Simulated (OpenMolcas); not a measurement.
How basis sets differ on AlNH3OF (SMILES [NH2][Al]([OH])[F])

AlNH3OF: 7 atoms, total charge 0, spin state singlet. As SMILES, `[NH2][Al]([OH])[F]`. The shape is that of a PBE0-D4/def2-TZVP optimisation. This is one conformer, not always the lowest.

Each level gives the HOMO–LUMO gap (eV). The values are calculated.

```csv
level,kind,program,value (eV),CPU time
HF/ANO-RCC-MB (DKH2),Hartree–Fock,OpenMolcas,15.70,2.9 s
HF/ANO-XS-MB (DKH2),Hartree–Fock,OpenMolcas,15.46,2 s
HF/STO-3G,Hartree–Fock,OpenMolcas,18.83,3.1 s
HF/3-21G,Hartree–Fock,OpenMolcas,14.33,4.4 s
HF/cc-pVDZ,Hartree–Fock,OpenMolcas,14.18,8.1 s
```

The values span 14.18 to 18.83 eV. A Hartree–Fock LUMO above zero doesn't converge with the basis: it sinks as sets grow more diffuse. Orbital gaps aren't excitation energies. Times are those of the runs behind each value, whatever else they computed, on shared processors of several kinds: orders of magnitude only.
